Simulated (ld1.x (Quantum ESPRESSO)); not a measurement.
**iodine: excitation energies, all-electron against TM**

iodine (I), norm-conserving Troullier–Martins (Kleinman–Bylander form), made with ld1.x (Quantum ESPRESSO) 7.5 (PBEsol, scalar-relativistic). Core [Kr] 4d10, reference 5s2 5p5. Waves: 5p (bound): rc 2.25 bohr; 5s (bound): rc 1.40 bohr. Local part: the s channel. Core correction: a·sin(br)/r model core, default radius (core density twice the valence density).

Energies are relative to the spin-unpolarised reference configuration 5s2 5p5; without spin polarisation the order of configurations can differ from experiment.

Give the all-electron excitation energy and the error of the potential for: 5s2 5p4; 5s2 5p3; 5s2 5p2; 5s2 5p4.5; 5s1 5p6; 5s1 5p5; 5s2 5p5.3.

| valence configuration | charge | ΔE all-electron (eV) | error AE − PS (meV) |
| --- | --- | --- | --- |
| 5s2 5p4 | +1 | 11.151 | -3.8 |
| 5s2 5p3 | +2 | 31.034 | -16 |
| 5s2 5p2 | +3 | 60.420 | -47 |
| 5s2 5p4.5 | +0.5 | 4.540 | -1.3 |
| 5s1 5p6 | 0 | 10.446 | -15 |
| 5s1 5p5 | +1 | 22.161 | -22 |
| 5s2 5p5.3 | -0.3 | -1.786 | +0.5 |

Levels in the configuration 5s2 5p5.3:

```json
{"level": "5s", "all-electron (eV)": "-15.019", "pseudo (eV)": "-15.019"}
{"level": "5p", "all-electron (eV)": "-4.829", "pseudo (eV)": "-4.829"}
```
